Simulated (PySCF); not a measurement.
PySCF job for C6H15Al, SMILES C[CH2][Al]([CH2]C)[CH2]C, C-PCM-ωB97X/def2-SVP. Geometry: PBE0-D3(BJ)/def2-SVP. The isomer is the one that the SMILES or the coordinates give; other isomers of the formula were not compared. The values are those of a single conformer.

```python
import numpy as np
from pyscf import gto, scf, dft
from pyscf.solvent import pcm

mol = gto.M(
    atom='''
    Al    0.26464149   -0.03624148    0.20713079
    C     1.56525817    0.89193703   -0.95126246
    C     1.17750338    1.24506853   -2.38652453
    H     2.48855588    0.28051567   -0.94272001
    H     1.86059889    1.80926117   -0.40315680
    H     0.29612101    1.90458116   -2.42352009
    H     0.92116333    0.34920417   -2.97521689
    H     1.98810800    1.76125248   -2.92828437
    C    -1.63444361   -0.33645466   -0.23536479
    C    -2.22652478    0.26999285   -1.50614333
    H    -2.21359638   -0.01172042    0.65143927
    H    -1.77261016   -1.43660228   -0.23836429
    H    -1.70445140   -0.08020978   -2.41065249
    H    -2.15142041    1.36953404   -1.50922645
    H    -3.29391490    0.02281184   -1.63517578
    C     0.92418989   -0.72188025    1.93666589
    C    -0.11397943   -1.30300131    2.89645335
    H     1.49425546    0.08858440    2.43051922
    H     1.69761623   -1.48201954    1.70841067
    H    -0.67000236   -2.13929549    2.44181629
    H    -0.86680562   -0.55278234    3.18945791
    H     0.33402121   -1.68594917    3.82902890
    ''',
    basis='def2-SVP',
    charge=0,
    spin=0,
    max_memory=1600,
    verbose=3,
)
mf = dft.RKS(mol, xc='wb97x').density_fit(auxbasis='def2-universal-jkfit')
mf.grids.level = 3
mf.conv_tol = 1e-9
mf.max_cycle = 100
mf.kernel()
res = {}
for name, eps in {'water': 78.355, 'n-hexane': 1.8819, 'diethylether': 4.24}.items():
    s = mf.PCM()
    s.with_solvent.method, s.with_solvent.eps, s.with_solvent.lebedev_order = 'C-PCM', eps, 17
    s.kernel(mf.make_rdm1())
    res[name] = (s.e_tot, eps, s.dip_moment(), s.mo_energy, s.converged)
    print(f'{name}: electrostatic solvation free energy {(s.e_tot - mf.e_tot) * 627.509474:.3f} kcal/mol')
```

Output:

```
converged SCF energy = -479.788564938288

WARN: PCM is an experimental feature. It is still in testing.
Features and APIs may be changed in the future.

converged SCF energy = -479.792608502217
Dipole moment(X, Y, Z, Debye):  0.15644,  0.01690,  0.05267
water: electrostatic solvation free energy -2.537 kcal/mol

WARN: PCM is an experimental feature. It is still in testing.
Features and APIs may be changed in the future.

converged SCF energy = -479.79036867594
Dipole moment(X, Y, Z, Debye):  0.14282,  0.01254,  0.05005
n-hexane: electrostatic solvation free energy -1.132 kcal/mol

WARN: PCM is an experimental feature. It is still in testing.
Features and APIs may be changed in the future.

converged SCF energy = -479.791608897977
Dipole moment(X, Y, Z, Debye):  0.15045,  0.01476,  0.05173
diethylether: electrostatic solvation free energy -1.910 kcal/mol
```

Self-consistency was reached.

Cost: roughly 5 core-minutes.
